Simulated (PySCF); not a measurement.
C₃H₃, SMILES C#C[CH2], multiplicity 2. Atoms are numbered in the order given.

```xyz
6

C      0.0000     0.0000     1.3365
C      0.0000     0.0000     0.1186
C      0.0000     0.0000    -1.2540
H      0.0000     0.0000     2.4018
H      0.0000    -0.9325    -1.8038
H      0.0000     0.9325    -1.8038
```
Charge 0, spin multiplicity 2.

Coordinates come from a ωB97X-D3(BJ)/def2-TZVP optimisation. The isomer is the one that the SMILES or the coordinates give; other isomers of the formula were not compared.

Computed with ωB97X/def2-TZVPD (PySCF).

Mulliken values depend strongly on the basis, most of all with diffuse functions as here. ESP charges are fitted to the potential on shells at 1.4 to 2.0 van der Waals radii. Atomic charges (e):

```json
[
 {"atom": "C1", "Mulliken": "-0.27", "meta-Löwdin": "-0.20", "ESP fit": "-0.53", "Mulliken spin": "0.42"},
 {"atom": "C2", "Mulliken": "-0.08", "meta-Löwdin": "-0.01", "ESP fit": "0.29", "Mulliken spin": "-0.01"},
 {"atom": "C3", "Mulliken": "-0.80", "meta-Löwdin": "-0.25", "ESP fit": "-0.55", "Mulliken spin": "0.41"},
 {"atom": "H4", "Mulliken": "0.51", "meta-Löwdin": "0.18", "ESP fit": "0.33", "Mulliken spin": "0.05"},
 {"atom": "H5", "Mulliken": "0.32", "meta-Löwdin": "0.14", "ESP fit": "0.23", "Mulliken spin": "0.06"},
 {"atom": "H6", "Mulliken": "0.32", "meta-Löwdin": "0.14", "ESP fit": "0.23", "Mulliken spin": "0.06"}
]
```
